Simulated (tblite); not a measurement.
A geometry optimisation, step by step.

C5H6N2S.
SMILES with atom numbers: `[cH:1]1[n:2][n:3][c:4]([CH:5]2[CH2:6][CH2:7]2)[s:8]1` (hydrogens: H9 on C1; H10 on C5; H11, H12 on C6; H13, H14 on C7)

Computed with GFN2-xTB (tblite), gas phase: L-BFGS steps from a force-field or distance-geometry start until the largest atomic force falls under 0.01 eV/Å. 10 of its 38 geometries are shown.

Step 0: E = -620.2174 eV, largest atomic force 3.019 eV/Å
```
atom  x, y, z in Å  |  force x, y, z in eV/Å
C1      3.018   -0.044    0.065   -1.714   0.152   1.348
N2      2.745    0.026    1.343    1.970  -0.152  -0.531
N3      1.524    0.059    1.730   -2.612   0.092  -1.512
C4      0.593    0.044    0.758    2.151  -0.134   1.017
C5     -0.883    0.071    0.936    0.888  -0.034  -0.192
C6     -1.703    0.748   -0.143   -0.509  -0.655  -0.342
C7     -1.740   -0.773    0.024   -0.863   0.845  -0.072
S8      1.517   -0.048   -0.823   -0.887   0.020   0.169
H9      4.002   -0.083   -0.376   -0.454   0.023   0.180
H10    -1.288    0.126    1.978    0.895   0.146  -0.943
H11    -2.591    1.321    0.186    0.814  -0.323  -0.413
H12    -1.224    1.055   -1.103   -0.367   0.071   1.238
H13    -1.322   -1.320   -0.818   -0.035  -0.077   0.571
H14    -2.648   -1.183    0.501    0.721   0.026  -0.517
```

Step 4: E = -620.7000 eV, largest atomic force 0.491 eV/Å
```
atom  x, y, z in Å  |  force x, y, z in eV/Å
C1      2.949   -0.038    0.095   -0.338   0.008   0.212
N2      2.767    0.021    1.364   -0.310   0.017  -0.311
N3      1.491    0.065    1.716   -0.302  -0.027   0.169
C4      0.637    0.033    0.750   -0.027  -0.007  -0.032
C5     -0.828    0.066    0.896   -0.047  -0.070  -0.138
C6     -1.714    0.716   -0.147    0.215   0.240   0.039
C7     -1.758   -0.744    0.010    0.226  -0.300   0.138
S8      1.460   -0.048   -0.826    0.079  -0.021   0.140
H9      3.923   -0.080   -0.351   -0.125   0.004  -0.100
H10    -1.202    0.143    1.912    0.460   0.119   0.066
H11    -2.547    1.311    0.167   -0.157   0.183   0.212
H12    -1.238    1.074   -1.034    0.245   0.295  -0.307
H13    -1.325   -1.329   -0.773    0.181  -0.300  -0.215
H14    -2.615   -1.192    0.476   -0.100  -0.142   0.128
```

Step 8: E = -620.7730 eV, largest atomic force 0.187 eV/Å
```
atom  x, y, z in Å  |  force x, y, z in eV/Å
C1      2.907   -0.036    0.107    0.092  -0.004  -0.018
N2      2.726    0.025    1.372   -0.069   0.001   0.082
N3      1.450    0.061    1.727    0.044  -0.008  -0.050
C4      0.626    0.027    0.738   -0.055  -0.027  -0.124
C5     -0.820    0.060    0.878   -0.114   0.058   0.036
C6     -1.698    0.725   -0.156   -0.024  -0.091  -0.042
C7     -1.739   -0.760    0.006   -0.054   0.070  -0.100
S8      1.442   -0.053   -0.823   -0.043  -0.029  -0.043
H9      3.874   -0.077   -0.355   -0.047   0.010   0.001
H10    -1.111    0.167    1.912   -0.022   0.033   0.146
H11    -2.535    1.321    0.188    0.151  -0.110  -0.013
H12    -1.215    1.117   -1.042   -0.024  -0.008   0.090
H13    -1.305   -1.368   -0.778    0.017   0.048   0.101
H14    -2.604   -1.208    0.482    0.148   0.056  -0.064
```

Step 12: E = -620.7787 eV, largest atomic force 0.072 eV/Å
```
atom  x, y, z in Å  |  force x, y, z in eV/Å
C1      2.906   -0.037    0.109   -0.045  -0.008   0.006
N2      2.718    0.024    1.373    0.016  -0.003  -0.031
N3      1.443    0.060    1.720   -0.038  -0.005  -0.008
C4      0.620    0.024    0.730   -0.016   0.000   0.026
C5     -0.826    0.064    0.883    0.022  -0.010   0.020
C6     -1.696    0.721   -0.159    0.010   0.024   0.014
C7     -1.738   -0.757    0.001    0.033  -0.004   0.037
S8      1.440   -0.057   -0.826   -0.003  -0.023  -0.033
H9      3.869   -0.076   -0.356    0.020   0.006  -0.004
H10    -1.108    0.172    1.923   -0.016   0.012  -0.023
H11    -2.526    1.314    0.190   -0.052   0.012   0.013
H12    -1.212    1.121   -1.037    0.039   0.019  -0.010
H13    -1.296   -1.368   -0.770    0.072  -0.008  -0.001
H14    -2.594   -1.206    0.477   -0.042  -0.014  -0.007
```

Step 16: E = -620.7805 eV, largest atomic force 0.048 eV/Å
```
atom  x, y, z in Å  |  force x, y, z in eV/Å
C1      2.900   -0.039    0.106    0.016  -0.011  -0.025
N2      2.713    0.023    1.369    0.008   0.003  -0.002
N3      1.437    0.058    1.716    0.044   0.003   0.019
C4      0.615    0.022    0.726    0.007   0.003   0.021
C5     -0.827    0.066    0.887   -0.028   0.011  -0.009
C6     -1.693    0.724   -0.156   -0.021  -0.016  -0.015
C7     -1.732   -0.757    0.004   -0.019   0.005  -0.031
S8      1.436   -0.066   -0.833   -0.028  -0.005   0.039
H9      3.866   -0.073   -0.355   -0.012  -0.004  -0.009
H10    -1.112    0.179    1.925    0.007   0.005   0.021
H11    -2.530    1.310    0.192    0.002  -0.003  -0.021
H12    -1.203    1.127   -1.031   -0.004   0.010   0.021
H13    -1.275   -1.366   -0.761    0.014   0.006   0.014
H14    -2.595   -1.207    0.469    0.012  -0.005  -0.023
```

Step 21: E = -620.7819 eV, largest atomic force 0.044 eV/Å
```
atom  x, y, z in Å  |  force x, y, z in eV/Å
C1      2.896   -0.044    0.099   -0.025   0.003   0.031
N2      2.715    0.023    1.363    0.017   0.002   0.011
N3      1.442    0.060    1.719   -0.021   0.011   0.008
C4      0.613    0.022    0.734   -0.005   0.012   0.021
C5     -0.832    0.069    0.893    0.025  -0.011   0.027
C6     -1.695    0.724   -0.157    0.022   0.016   0.009
C7     -1.729   -0.755    0.001    0.035  -0.003   0.026
S8      1.425   -0.074   -0.827   -0.003   0.000  -0.032
H9      3.862   -0.074   -0.362   -0.016  -0.018  -0.037
H10    -1.116    0.184    1.931   -0.016  -0.005  -0.001
H11    -2.536    1.306    0.185   -0.016  -0.001  -0.004
H12    -1.198    1.135   -1.023    0.007   0.009  -0.026
H13    -1.254   -1.364   -0.753   -0.004  -0.006  -0.029
H14    -2.595   -1.211    0.455   -0.001  -0.009  -0.006
```

Step 25: E = -620.7829 eV, largest atomic force 0.030 eV/Å
```
atom  x, y, z in Å  |  force x, y, z in eV/Å
C1      2.890   -0.048    0.097   -0.004  -0.004  -0.010
N2      2.717    0.023    1.362   -0.006   0.012  -0.002
N3      1.444    0.064    1.724    0.011   0.007   0.001
C4      0.611    0.025    0.744    0.003   0.010  -0.005
C5     -0.833    0.072    0.901   -0.008   0.003  -0.011
C6     -1.690    0.726   -0.155   -0.010  -0.009  -0.010
C7     -1.720   -0.755    0.001   -0.008  -0.002  -0.018
S8      1.415   -0.080   -0.823    0.000   0.010   0.012
H9      3.851   -0.080   -0.376   -0.022  -0.018   0.005
H10    -1.123    0.187    1.937   -0.013  -0.011  -0.004
H11    -2.541    1.301    0.177    0.011  -0.008   0.017
H12    -1.194    1.142   -1.020    0.019  -0.019   0.013
H13    -1.240   -1.362   -0.752    0.013   0.018  -0.005
H14    -2.591   -1.215    0.441    0.014   0.013   0.017
```

Step 29: E = -620.7834 eV, largest atomic force 0.030 eV/Å
```
atom  x, y, z in Å  |  force x, y, z in eV/Å
C1      2.885   -0.051    0.095    0.004   0.004  -0.002
N2      2.718    0.026    1.361   -0.010  -0.005  -0.009
N3      1.447    0.070    1.727   -0.015   0.019  -0.002
C4      0.611    0.029    0.749   -0.012   0.002   0.002
C5     -0.835    0.073    0.904    0.001  -0.003   0.002
C6     -1.689    0.725   -0.156    0.008   0.007   0.010
C7     -1.715   -0.755   -0.001    0.004  -0.001   0.004
S8      1.409   -0.080   -0.820   -0.017   0.004   0.003
H9      3.841   -0.089   -0.384    0.027  -0.012   0.000
H10    -1.131    0.185    1.939    0.003  -0.009  -0.009
H11    -2.541    1.296    0.177    0.005   0.009  -0.004
H12    -1.186    1.142   -1.016   -0.001   0.003   0.005
H13    -1.229   -1.357   -0.754    0.000  -0.004  -0.001
H14    -2.586   -1.216    0.438    0.005  -0.013   0.001
```

Step 33: E = -620.7836 eV, largest atomic force 0.019 eV/Å
```
atom  x, y, z in Å  |  force x, y, z in eV/Å
C1      2.884   -0.051    0.094   -0.004  -0.004  -0.004
N2      2.717    0.027    1.360    0.004   0.009   0.000
N3      1.446    0.074    1.727    0.010   0.000  -0.005
C4      0.609    0.031    0.751    0.007   0.005  -0.007
C5     -0.835    0.073    0.905   -0.003   0.002   0.002
C6     -1.688    0.726   -0.155   -0.007  -0.003  -0.003
C7     -1.713   -0.755   -0.002   -0.003  -0.001  -0.003
S8      1.405   -0.080   -0.819    0.013  -0.001  -0.005
H9      3.841   -0.094   -0.385   -0.013  -0.006   0.013
H10    -1.133    0.183    1.939   -0.001  -0.004   0.013
H11    -2.541    1.297    0.176    0.001   0.006  -0.002
H12    -1.184    1.142   -1.014   -0.002   0.004   0.004
H13    -1.226   -1.356   -0.755   -0.003   0.001   0.002
H14    -2.583   -1.218    0.437    0.002  -0.007  -0.005
```

Step 37: E = -620.7837 eV, largest atomic force 0.008 eV/Å
```
atom  x, y, z in Å  |  force x, y, z in eV/Å
C1      2.883   -0.052    0.093    0.004  -0.001   0.004
N2      2.717    0.029    1.359   -0.001   0.003   0.002
N3      1.446    0.077    1.727   -0.004   0.003   0.000
C4      0.609    0.033    0.751   -0.002   0.000  -0.001
C5     -0.836    0.073    0.906    0.001   0.001  -0.002
C6     -1.688    0.726   -0.154   -0.002   0.002   0.003
C7     -1.712   -0.755   -0.002    0.000   0.000   0.001
S8      1.405   -0.080   -0.820    0.002  -0.005   0.001
H9      3.840   -0.099   -0.384    0.005  -0.003  -0.005
H10    -1.134    0.181    1.940    0.006  -0.001  -0.003
H11    -2.541    1.299    0.175   -0.005  -0.003   0.002
H12    -1.183    1.143   -1.012   -0.002   0.000   0.002
H13    -1.224   -1.355   -0.755    0.001   0.003  -0.002
H14    -2.581   -1.221    0.436   -0.003   0.001  -0.002
```

Q: Summarise the path.

A: The energy falls by 54.64 kJ/mol from step 0 to step 37; nine tenths of that is first reached at step 5. It never rises by more than 0.2 meV. The largest force goes from 3.019 to 0.008 eV/Å. Among the bonds C4–S8 changes most, from 1.834 to 1.764 Å; the atoms move by 0.103 Å rms after alignment.

Q: Follow the three bonds and two angles with the largest change from start to end.

A: 
| step | E above end (kJ/mol) | largest force (eV/Å) | C4–S8 (Å) | N3–C4 (Å) | N2–N3 (Å) | N3–C4–S8 (°) | C7–C6–H12 (°) |
| --- | --- | --- | --- | --- | --- | --- | --- |
| 0 | 54.64 | 3.019 | 1.834 | 1.345 | 1.282 | 106.0 | 112.2 |
| 2 | 19.99 | 0.928 | 1.814 | 1.275 | 1.341 | 109.0 | 114.1 |
| 3 | 10.99 | 0.592 | 1.791 | 1.291 | 1.331 | 110.1 | 115.5 |
| 5 | 4.26 | 0.463 | 1.762 | 1.294 | 1.319 | 112.2 | 116.3 |
| 6 | 2.76 | 0.340 | 1.760 | 1.291 | 1.321 | 112.6 | 116.6 |
| 8 | 1.03 | 0.187 | 1.763 | 1.287 | 1.325 | 112.6 | 117.4 |
| 10 | 0.58 | 0.078 | 1.762 | 1.288 | 1.324 | 112.5 | 117.9 |
| 11 | 0.54 | 0.070 | 1.761 | 1.289 | 1.323 | 112.5 | 117.9 |
| 13 | 0.42 | 0.070 | 1.761 | 1.288 | 1.322 | 112.6 | 117.9 |
| 14 | 0.37 | 0.056 | 1.762 | 1.288 | 1.322 | 112.6 | 117.9 |
| 16 | 0.31 | 0.048 | 1.764 | 1.287 | 1.323 | 112.6 | 118.0 |
| 18 | 0.24 | 0.054 | 1.765 | 1.287 | 1.323 | 112.6 | 118.1 |
| 19 | 0.22 | 0.042 | 1.764 | 1.287 | 1.323 | 112.5 | 118.2 |
| 21 | 0.17 | 0.044 | 1.763 | 1.288 | 1.322 | 112.5 | 118.3 |
| 23 | 0.11 | 0.045 | 1.763 | 1.287 | 1.323 | 112.5 | 118.4 |
| 24 | 0.09 | 0.035 | 1.764 | 1.287 | 1.323 | 112.5 | 118.5 |
| 26 | 0.07 | 0.035 | 1.765 | 1.287 | 1.324 | 112.6 | 118.4 |
| 27 | 0.05 | 0.042 | 1.765 | 1.287 | 1.324 | 112.6 | 118.4 |
| 29 | 0.03 | 0.030 | 1.764 | 1.287 | 1.324 | 112.5 | 118.3 |
| 31 | 0.02 | 0.020 | 1.764 | 1.287 | 1.324 | 112.6 | 118.3 |
| 32 | 0.01 | 0.016 | 1.764 | 1.287 | 1.324 | 112.6 | 118.2 |
| 34 | 0.00 | 0.018 | 1.764 | 1.287 | 1.324 | 112.6 | 118.2 |
| 35 | 0.00 | 0.017 | 1.764 | 1.287 | 1.324 | 112.6 | 118.2 |
| 37 | 0.00 | 0.008 | 1.764 | 1.287 | 1.324 | 112.6 | 118.3 |
